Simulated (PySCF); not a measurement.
Simulated C 1s region for `CCOc1ccco1`, binding energy against the vacuum level.

Every computed line was given a Gaussian of 0.6 eV full width at half maximum and an area set by the number of equivalent atoms; the highest printed point is 100. Method: PySCF, delta-SCF UKS SCAN, pcX-2 on the ionised atom, pcseg-1 elsewhere, spin-free X2C.

binding energy (eV), intensity and a bar:
```
    289.1          0 
    289.2          1 
    289.3          3 #
    289.4          7 ##
    289.5         14 ####
    289.6         26 ########
    289.7         41 ############
    289.8         58 #################
    289.9         72 ######################
    290.0         82 #########################
    290.1         86 ##########################
    290.2         86 ##########################
    290.3         82 ########################
    290.4         75 #######################
    290.5         70 #####################
    290.6         69 #####################
    290.7         75 #######################
    290.8         85 ##########################
    290.9         96 #############################
    291.0        100 ##############################
    291.1         96 #############################
    291.2         83 #########################
    291.3         64 ###################
    291.4         44 #############
    291.5         26 ########
    291.6         14 ####
    291.7          7 ##
    291.8          4 #
    291.9          6 ##
    292.0         11 ###
    292.1         20 ######
    292.2         33 ##########
    292.3         47 ##############
    292.4         59 ##################
    292.5         64 ###################
    292.6         66 ####################
    292.7         65 ###################
    292.8         65 ###################
    292.9         66 ####################
    293.0         64 ###################
    293.1         57 #################
    293.2         45 #############
    293.3         31 #########
    293.4         18 #####
    293.5          9 ###
    293.6          4 #
    293.7          2 
    293.8          0 
    293.9          0
```

How many maxima does the curve show, and how many computed lines lie under it?

The curve has 4 maxima (at 290.1, 291.0, 292.6 and 292.9 eV). Under it lie 6 lines from 6 inequivalent carbon sites. At this width some lines have no maximum of their own.

Decompose the envelope and assign each component. Numbering: `[CH3:1][CH2:2][O:3][c:4]1[cH:5][cH:6][cH:7][o:8]1`.

```
position (eV)  relative area  line  atoms                        environment
       289.93              1  C 1s     C5                 aromatic CH carbon
       290.32              1  C 1s     C6                 aromatic CH carbon
       290.88              1  C 1s     C1                      methyl carbon
       291.16              1  C 1s     C7  aromatic CH next to a ring oxygen
       292.47              1  C 1s     C2         sp3 carbon bound to oxygen
       293.01              1  C 1s     C4     aromatic carbon bearing oxygen
```

The listed C 1s values span 3.08 eV, from C5 (bonded to 2 C (aromatic in the SMILES) and H) to C4 (bonded to O (aromatic in the SMILES), O and C (aromatic in the SMILES)). The widest gap between neighbouring values is 1.31 eV, between 291.16 and 292.47 eV.

No satellites, vibrations or lifetime broadening are included. Isolated species at its PBE0-D3(BJ)/def2-SVP geometry (one conformer only).

On one thread, Arm Neoverse V1, no GPU, shared host, this took 96 s wall.

The values belong to the conformer `[CH3:1][CH2:2][O:3][c:4]1[cH:5][cH:6][cH:7][o:8]1`: C1–C2–O3–C4 73°, C2–O3–C4–C5 -163°.
